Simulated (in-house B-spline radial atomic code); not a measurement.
Computed with a B-spline radial atomic code. Model: two electrons, singlet ground state, non-relativistic, full CI in B-splines with partial waves to l = 8 (at full coupling up to 3e-4 hartree above the limit, correlation up to 0.6 % small), density held at that of full coupling by Lieb maximisation.

Along the adiabatic connection the electron repulsion is scaled by a coupling λ while a local potential keeps the density fixed. At λ = 0 the system is the Kohn-Sham one and W equals the exchange energy; the exchange-correlation energy is the area under W between 0 and 1. The kinetic energy rises with λ as the electrons avoid each other, with dT/dλ = −λ dW/dλ.

Command:
```bash
python run_ac.py task.json out
```
Settings (lengths in bohr, energies in hartree):
```
potential              coulomb
strength               1.07
lmax                   8
wall_radius            6.91
```

Run time, properties included: 16 s on 1 thread of Intel(R) Xeon(R) Processor @ 2.30GHz (shared host).

**W = mean repulsion less Hartree energy, and W of three functionals.**

Given: confinement point charge; nuclear charge 1.07; hard wall radius 6.91 bohr; external potential -Z/r.

Computed: PBE exchange minus exact 2.3454 millihartree; SCAN exchange minus exact -4.1405 millihartree.

```tsv
coupling	W xc (hartree)	W xc minus exchange (millihartree)	kinetic minus Kohn-Sham (millihartree)	LDA (PW92) W minus its exchange (millihartree)	PBE W minus its exchange (millihartree)	SCAN W minus its exchange (millihartree)
0	-0.47061	0	0	0	0	0
0.02	?	?	?	?	?	?
0.05	-0.47553	-4.914	0.12	-19.83	-4.24	-4.39
0.12	-0.48202	-11.404	0.67	-36.43	-10.15	-10.05
0.25	-0.49299	-22.373	2.69	-58.24	-20.53	-19.45
0.4	-0.50414	-33.521	6.29	-76.81	-31.37	-28.94
0.6	-0.51693	-46.313	12.65	-95.85	-44.09	-39.89
0.8	-0.5278	-57.182	20.23	-110.95	-55.14	-49.31
1	-0.53712	-66.507	28.6	-123.46	-64.84	-57.55
1.4	-0.55224	-81.626	46.61	-143.35	-81.11	-71.31
2	?	?	?	?	?	?
3	-0.58714	-116.53	119.57	-190.46	-122.6	-105.73
4.5	-0.60377	-133.16	180.83	-214.97	-145.26	-123.45
7	-0.61942	-148.8	268.82	-240.07	-168.93	-140.31
10	-0.63017	-159.55	358.82	-258.7	-186.71	-151.37
```

Q: What belongs in the row 0.02?

A: W xc (hartree): -0.47261; W xc minus exchange (millihartree): -1.995; kinetic minus Kohn-Sham (millihartree): 0.02; LDA (PW92) W minus its exchange (millihartree): -10.02; PBE W minus its exchange (millihartree): -1.68; SCAN W minus its exchange (millihartree): -1.8.

Q: What belongs in the row 2?

A: W xc (hartree): -0.56884; W xc minus exchange (millihartree): -98.223; kinetic minus Kohn-Sham (millihartree): 74.53; LDA (PW92) W minus its exchange (millihartree): -165.29; PBE W minus its exchange (millihartree): -100.01; SCAN W minus its exchange (millihartree): -87.17.

Q: What is the LDA exchange minus exact?

A: 63.368 millihartree.

**Energy parts, natural occupations and partial-wave weights.**

Computed: total energy -0.6170 hartree; exchange energy -0.47061 hartree; kinetic part of the DFT correlation energy 0.0286 hartree; kinetic part over minus potential part 0.43003; Hartree energy 0.94123 hartree; Kohn-Sham kinetic 0.64557 hartree; Lieb Oxford ratio E_xc over LDA exchange 1.2487.

```csv
natural,occupation of the shell (electrons)
s,1.9403
s,0.032426
p,0.025537
d,0.00072908
p,?
s,0.00022197
```

Q: What belongs in the row p?

A: occupation of the shell (electrons): 0.00053699.

```json
{"wave": "s", "weight": "0.98648"}
{"wave": "p", "weight": "?"}
{"wave": "d", "weight": "0.0004004"}
{"wave": "f", "weight": "4.8867e-05"}
{"wave": "g", "weight": "1.0615e-05"}
```

Q: What belongs in the row p?

A: weight: 0.013057.

Q: What is the correlation energy?

A: -0.037907 hartree.

Q: What is the initial slope twice GL2?

A: -0.10072 hartree.

Half-way to full coupling W has made 60 % of its drop, against 50 % for a straight line, and second-order (GL2) theory, half the initial slope, overshoots the correlation energy by about 33 %: a marked bend. Over couplings 0 to 1 the errors in E_xc come to about +21 millihartree for LDA, +4.2 millihartree for PBE, +1.0 millihartree for SCAN, so SCAN is nearest. In LDA and SCAN the errors of exchange and correlation have opposite signs, so the sum is smaller than the larger of the two.
